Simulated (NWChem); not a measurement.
System: C4H4OS; SMILES C(SC=C=C)=O

Parts of the log:

```
             Northwest Computational Chemistry Package (NWChem) 7.3.0
             --------------------------------------------------------

                             Geometry "geometry" -> ""
                             -------------------------

 Output coordinates in angstroms (scale by  1.889725989 to convert to a.u.)

  No.       Tag          Charge          X              Y              Z
 ---- ---------------- ---------- -------------- -------------- --------------
    1 C                    6.0000     1.04225200     2.64446100    -0.16944900
    2 C                    6.0000     0.05726000     1.79384000    -0.04901900
    3 C                    6.0000    -0.93479800     0.94331100     0.06760100
    4 S                   16.0000    -0.88447600    -0.71743800    -0.55098500
    5 C                    6.0000     0.64624200    -1.29016500     0.17648000
    6 O                    8.0000     1.09813700    -2.37495700    -0.01966900
    7 H                    1.0000     1.83783800     2.71091700     0.58033400
    8 H                    1.0000     1.09792500     3.32116400    -1.02938900
    9 H                    1.0000    -1.86438400     1.22933300     0.57262500
   10 H                    1.0000     1.11135500    -0.50702000     0.82548200

 Effective nuclear repulsion energy (a.u.)     248.1709377323

  xc_inp: hfexch multiplicative factor not found.
                              NWChem Property Module
                              ----------------------

  itol2e modified to match energy
  convergence criterion.

                                 NWChem DFT Module
                                 -----------------

 Summary of "ao basis" -> "ao basis" (spherical)
 ------------------------------------------------------------------------------
       Tag                 Description            Shells   Functions and Types
 ---------------- ------------------------------  ------  ---------------------
 C                           sto-3g                  3        5   2s1p
 S                           sto-3g                  5        9   3s2p
 O                           sto-3g                  3        5   2s1p
 H                           sto-3g                  1        1   1s

  itol2e modified to match energy
  convergence criterion.

[...]

          -----------------------------------------
          Chemical Shielding Tensors (GIAO, in ppm)
          -----------------------------------------

                                NWChem CPHF Module
                                ------------------

  scftype          =     RHF
  nclosed          =       26
  nopen            =        0
  variables        =      312
  # of vectors     =        3
  tolerance        = 0.10D-03
  level shift      = 0.00D+00
  max iterations   =       50
  max subspace     =       30

 SCF residual:    2.5852283367742969E-005

Iterative solution of linear equations
  No. of variables      312
  No. of equations        3
  Maximum subspace       30
        Iterations       50
       Convergence  1.0D-04

   iter   nsub   residual    time
   ----  ------  --------  ---------
     1      3    1.80D+00       4.9
     2      6    5.10D-01       5.2
     3      9    1.46D-01       5.4
     4     12    3.74D-02       5.7
     5     15    1.04D-02       6.2
     6     18    1.13D-03       6.6
     7     21    2.11D-04       7.0
     8     24    5.50D-05       7.2

      Atom:    1  C
        Diamagnetic
    257.2428     11.5746      3.1489
     11.5746    254.6681     -5.7311
      3.1489     -5.7311    250.8288

        Paramagnetic
    -78.9759    -12.5274    -49.9182
    -12.5274    -63.5340     50.6209
    -49.9182     50.6209   -139.2240

        Total Shielding Tensor
    178.2670     -0.9528    -46.7693
     -0.9528    191.1340     44.8898
    -46.7693     44.8898    111.6048

           isotropic =     160.3353
          anisotropy =      95.3037

          Principal Components and Axis System
                 1           2           3
              223.8711    183.3228     73.8120

      1        -0.5223      0.7616      0.3837
      2         0.6942      0.6410     -0.3273
      3         0.4952     -0.0954      0.8635

      Atom:    2  C
        Diamagnetic
    268.9195     14.9433     -1.6588
     14.9433    269.2026     -1.5137
     -1.6588     -1.5137    251.8321

        Paramagnetic
   -215.4459    -17.8226      2.8832
    -17.8226   -221.6062      4.5952
      2.8832      4.5952   -194.4671

        Total Shielding Tensor
     53.4736     -2.8793      1.2245
     -2.8793     47.5964      3.0815
      1.2245      3.0815     57.3650

           isotropic =      52.8117
          anisotropy =       8.2196

          Principal Components and Axis System
                 1           2           3
               58.2914     54.6488     45.4947

      1         0.0941      0.9270      0.3632
      2         0.2522     -0.3751      0.8920
      3         0.9631      0.0077     -0.2690

      Atom:    3  C
        Diamagnetic
    259.0622      5.4611     -5.0855
      5.4611    266.9884      6.2098
     -5.0855      6.2098    243.7944

        Paramagnetic
   -129.7760     25.6027     52.0578
     25.6027   -126.2766    -45.3402
     52.0578    -45.3402    -64.5957

        Total Shielding Tensor
    129.2861     31.0639     46.9724
     31.0639    140.7118    -39.1304
     46.9724    -39.1304    179.1987

           isotropic =     149.7322
          anisotropy =      95.2510

          Principal Components and Axis System
                 1           2           3
              213.2329    166.5838     69.3800

      1         0.3737      0.6400      0.6714
      2        -0.3114      0.7683     -0.5592
      3         0.8737      0.0001     -0.4864

[...]
```

Level: Hartree-Fock/STO-3G, GIAO. STO-3G and 3-21G are far too small for this property and stand as cheap habits. All runs use the structure optimised with PBE0/def2-SVP. NWChem prints the field gradient with the sign opposite to the second derivative of the potential. The printed shielding anisotropy is the first printed principal value minus the mean of the other two.

Reconstruct the input file.

One answer among several that fit: the input that was run:
```
start job
memory heap 200 mb stack 900 mb global 1100 mb
geometry units angstroms noautosym nocenter noautoz
  C      1.042252     2.644461    -0.169449
  C      0.057260     1.793840    -0.049019
  C     -0.934798     0.943311     0.067601
  S     -0.884476    -0.717438    -0.550985
  C      0.646242    -1.290165     0.176480
  O      1.098137    -2.374957    -0.019669
  H      1.837838     2.710917     0.580334
  H      1.097925     3.321164    -1.029389
  H     -1.864384     1.229333     0.572625
  H      1.111355    -0.507020     0.825482
end
basis spherical
  * library sto-3g
end
dft
  xc hfexch
  iterations 150
end
property
  shielding
  efieldgrad
end
task dft property
```
